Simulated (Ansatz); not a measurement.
Start from `[CH3][In]([NH2])[GeH3]` and change one atom or group to get `[CH3][In]([NH2])[CH]=O`.

Ansatz, PBE0-D4/def2-TZVP geometries, multiplicity 1. Each molecule was computed in one conformer, which needn't be the lowest.

Elements past krypton have def2 core potentials. Scalar relativity is left out up to krypton.

| property | `[CH3][In]([NH2])[GeH3]` |
| --- | --- |
| HOMO–LUMO gap (PBE0/def2-TZVPP) / eV | 5.82 |
| LUMO energy (PBE/def2-TZVPP) / eV | -1.69 |
| HOMO energy (PBE/def2-TZVPP) / eV | -5.54 |
| HOMO energy (B3LYP/def2-TZVPP) / eV | -6.61 |
| size of the dipole moment (PBE/def2-TZVPP) / D | 1.07 |
| HOMO–LUMO gap (PBE/def2-TZVPP) / eV | 3.86 |

Give the same properties after the change, and the shifts. (An estimate is asked.)

Computed: 
```tsv
property	`[CH3][In]([NH2])[CH]=O`	shift
HOMO–LUMO gap (PBE0/def2-TZVPP) / eV	4.48	-1.34
LUMO energy (PBE/def2-TZVPP) / eV	-2.70	-1.01
HOMO energy (PBE/def2-TZVPP) / eV	-4.94	0.60
HOMO energy (B3LYP/def2-TZVPP) / eV	-6.03	0.58
size of the dipole moment (PBE/def2-TZVPP) / D	2.25	1.18
HOMO–LUMO gap (PBE/def2-TZVPP) / eV	2.24	-1.62
```

With PBE0 the HOMO rises by 0.61 eV and the LUMO falls by 0.72 eV, so the gap narrows by about 1.33 eV. PBE moves the HOMO by 0.60 eV and ωB97M-V by 0.75 eV. Dipoles are sizes alone; their direction can turn.

B3LYP here is the variant with VWN-RPA as its local correlation; programs differ in this.
